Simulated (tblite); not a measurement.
Species: C3H6F2O2Si.
SMILES with atom numbers: `[O:1]=[C:2]([CH2:3][SiH2:4][OH:5])[CH:6]([F:7])[F:8]` (hydrogens: H9, H10 on C3; H11, H12 on Si4; H13 on O5; H14 on C6)

Computed with GFN2-xTB (tblite), gas phase: L-BFGS steps from a force-field or distance-geometry start until the largest atomic force falls under 0.01 eV/Å.

Step 112: E = -785.0264 eV
```
atom  x, y, z in Å  |  force x, y, z in eV/Å
O1     -0.4299    1.6051   -0.8517    0.053  -0.033   0.014
C2     -0.6866    0.7846    0.0000   -0.030   0.016  -0.041
C3      0.0851    0.5419    1.2153   -0.031  -0.016  -0.012
Si4     1.5647   -0.6450    0.7733   -0.046  -0.020  -0.106
O5      2.1445   -0.3494   -0.7001   -0.001   0.041  -0.058
C6     -1.8974   -0.1563   -0.2157    0.018   0.036   0.001
F7     -1.4768   -1.4345   -0.3829    0.004   0.020  -0.010
F8     -2.7001   -0.1647    0.8773   -0.002   0.005  -0.009
H9      0.5000    1.4824    1.5720    0.037  -0.044   0.020
H10    -0.5167    0.0759    1.9892    0.019   0.037   0.008
H11     2.5738   -0.3732    1.7925    0.002   0.002   0.071
H12     1.0965   -2.0169    0.6760    0.021   0.040   0.025
H13     2.2366    0.5059   -1.1168   -0.060  -0.024   0.063
H14    -2.4944    0.1436   -1.0906    0.015  -0.060   0.035
```

Step 113: E = -785.0283 eV
```
atom  x, y, z in Å  |  force x, y, z in eV/Å
O1     -0.4212    1.6112   -0.8429    0.074  -0.032   0.034
C2     -0.6828    0.7882    0.0051   -0.034  -0.003  -0.027
C3      0.0860    0.5368    1.2226   -0.055   0.035  -0.026
Si4     1.5667   -0.6482    0.7781   -0.040   0.006  -0.053
O5      2.1271   -0.3582   -0.7032    0.008   0.094  -0.101
C6     -1.8930   -0.1515   -0.2250    0.053   0.047   0.003
F7     -1.4649   -1.4253   -0.4029    0.007  -0.018  -0.001
F8     -2.6997   -0.1723    0.8636   -0.020  -0.002   0.011
H9      0.5073    1.4758    1.5801    0.006  -0.074   0.012
H10    -0.5176    0.0735    1.9982    0.034   0.049  -0.038
H11     2.5878   -0.3565    1.7816   -0.014  -0.007   0.056
H12     1.1042   -2.0226    0.7107    0.014   0.019   0.009
H13     2.1861    0.4983   -1.1266   -0.057  -0.077   0.076
H14    -2.4869    0.1503   -1.1015    0.023  -0.036   0.046
```

Step 114: E = -785.0302 eV
```
atom  x, y, z in Å  |  force x, y, z in eV/Å
O1     -0.4081    1.6165   -0.8327    0.062  -0.038   0.047
C2     -0.6789    0.7934    0.0128   -0.019  -0.014  -0.033
C3      0.0859    0.5365    1.2317   -0.054   0.059  -0.024
Si4     1.5635   -0.6502    0.7809   -0.023   0.039  -0.079
O5      2.1027   -0.3656   -0.7109   -0.010  -0.045   0.017
C6     -1.8841   -0.1485   -0.2327    0.048  -0.002   0.025
F7     -1.4442   -1.4177   -0.4252   -0.005   0.007   0.027
F8     -2.6973   -0.1885    0.8518    0.014  -0.004  -0.034
H9      0.5166    1.4719    1.5872   -0.008  -0.062   0.016
H10    -0.5166    0.0785    2.0115    0.025   0.042  -0.066
H11     2.5936   -0.3443    1.7707   -0.004  -0.009   0.051
H12     1.1028   -2.0243    0.7396    0.007  -0.015  -0.007
H13     2.1378    0.4880   -1.1359   -0.047   0.050   0.002
H14    -2.4743    0.1538   -1.1111    0.014  -0.006   0.057
```

Step 115: E = -785.0322 eV
```
atom  x, y, z in Å  |  force x, y, z in eV/Å
O1     -0.3804    1.6255   -0.8185    0.038  -0.045   0.035
C2     -0.6691    0.8010    0.0205    0.032   0.009  -0.011
C3      0.0829    0.5335    1.2442   -0.038   0.068  -0.014
Si4     1.5604   -0.6509    0.7870    0.015  -0.002  -0.042
O5      2.0667   -0.3808   -0.7194   -0.014   0.103  -0.037
C6     -1.8661   -0.1418   -0.2451    0.035   0.007   0.004
F7     -1.4095   -1.4016   -0.4530    0.003  -0.052   0.014
F8     -2.6865   -0.2074    0.8303   -0.013  -0.004   0.034
H9      0.5199    1.4620    1.6083   -0.023  -0.043   0.020
H10    -0.5240    0.0724    2.0180    0.015   0.041  -0.066
H11     2.6126   -0.3189    1.7490   -0.044  -0.024   0.015
H12     1.1021   -2.0290    0.7949    0.027   0.027  -0.025
H13     2.0463    0.4712   -1.1574   -0.042  -0.103   0.064
H14    -2.4560    0.1643   -1.1209    0.011   0.017   0.009
```

Question: Estimate the geometry and energy of step 116. (The exact step hangs on the optimiser's Hessian estimate; all steps are aligned on step 115, rigid shifts and turns removed.)

Answer: E = -785.0332 eV, largest force 0.177 eV/Å
```
atom  x, y, z in Å  |  force x, y, z in eV/Å
O1     -0.3673    1.6144   -0.8271    0.027   0.015  -0.041
C2     -0.6667    0.7994    0.0163    0.067   0.016   0.038
C3      0.0804    0.5340    1.2407    0.008   0.048   0.032
Si4     1.5568   -0.6500    0.7792   -0.020   0.026   0.066
O5      2.0652   -0.3726   -0.7215    0.022  -0.103   0.000
C6     -1.8624   -0.1416   -0.2409    0.003   0.036  -0.046
F7     -1.4034   -1.3998   -0.4375    0.032  -0.153  -0.016
F8     -2.6823   -0.2017    0.8321   -0.067   0.005   0.126
H9      0.5208    1.4580    1.6092   -0.018  -0.007   0.014
H10    -0.5265    0.0726    2.0126   -0.003   0.022  -0.036
H11     2.6029   -0.3282    1.7473   -0.001  -0.005   0.044
H12     1.0954   -2.0214    0.7863   -0.004  -0.079  -0.034
H13     2.0411    0.4813   -1.1426   -0.041   0.143  -0.095
H14    -2.4546    0.1551   -1.1162   -0.006   0.037  -0.051
```

The energy changes by -0.0010 eV. The first-order estimate −F·Δx gives -0.0039 eV and the mean of the old and new forces, exact on a quadratic surface, -0.0010 eV. The step makes an angle of 69° with the force vector and moves no atom by more than 0.019 Å.

What follows is the cost of the whole relaxation. Time: 1.7 s of wall time. Hardware: one thread of an Arm Neoverse N1, no GPU, shared host with 64 logical CPUs at a one-minute load of 60.
